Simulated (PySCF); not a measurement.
## Dipole response of Zn (zinc, neutral)

[Ar] 3d10 4s2, closed-shell 1S. Calculation: PySCF 2.14, in aug-cc-pVTZ-PP with one added diffuse shell each of s, p, d, f, g type with ECP10MDF (7s7p6d4f3g, 113 functions); scalar relativity through the core potential. Coupled (time-dependent) response in atomic units; α is the mean over directions.

| method | mean α (bohr³) | C₆ (like pair) | S(−4) |
| --- | --- | --- | --- |
| wB97X-V | 41.95 | 313.8 | 898.6 |

S(−4) is the Cauchy moment in α(ω) = α(0) + S(−4) ω² + …

Reference α: 38.67 ± 0.3 bohr³ (recommended; Schwerdtfeger and Nagle, table of static dipole polarizabilities (2023 update)). Published C₆: 284.0 (Chu and Dalgarno (2004); Tang, Norbeck and Certain (1976)).

α(iu) at wB97X-V:

| u (hartree) | α(iu) (bohr³) |
| --- | --- |
| 0 | 41.95 |
| 0.0500 | 39.84 |
| 0.100 | 34.70 |
| 0.200 | 23.48 |
| 0.300 | 15.90 |
| 0.500 | 8.592 |
| 0.750 | 5.066 |
| 1.00 | 3.479 |
| 1.50 | 2.060 |
| 2.00 | 1.423 |
| 3.00 | 0.8363 |
| 5.00 | 0.4125 |

Energies and moments cover only the electrons outside the core potential.
